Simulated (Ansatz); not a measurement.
Wavefunction ladder for C2H6OSSi, SMILES `SC1CO[SiH2]1`

```xyz
11

S    -0.978    0.024    2.008
C    -0.711    0.258    0.249
C     0.490    1.127   -0.210
O     1.158    0.232   -1.131
Si    0.138   -1.044   -0.810
H    -0.003   -0.875    2.226
H    -1.658    0.617   -0.157
H     1.152    1.380    0.621
H     0.197    2.040   -0.735
H    -0.548   -1.596   -2.007
H     0.763   -2.163   -0.053
```

Total charge 0; spin multiplicity 1. Geometry: relaxed with PBE0-D4/def2-TZVP. It is one conformer, not always the lowest. Frozen core, restricted reference, the Gaussian-basis code of Ansatz. CBS rows extrapolate triple and quadruple zeta; past MP2 they add the triple-zeta difference.

| basis | HF (Eh) | MP2 corr. |
| --- | --- | --- |
| def2-TZVPP | -840.64511 | -0.86709 |
| def2-QZVPP | -840.67294 | -0.93229 |

(1) Estimate the CCSD correlation energy and the (T) correction in each basis where they were run (hartree).

Results:

(1) 
```csv
basis,CCSD corr.,(T)
def2-TZVPP,-0.91449,-0.03907
CBS(def2),-1.02799,as TZ
```
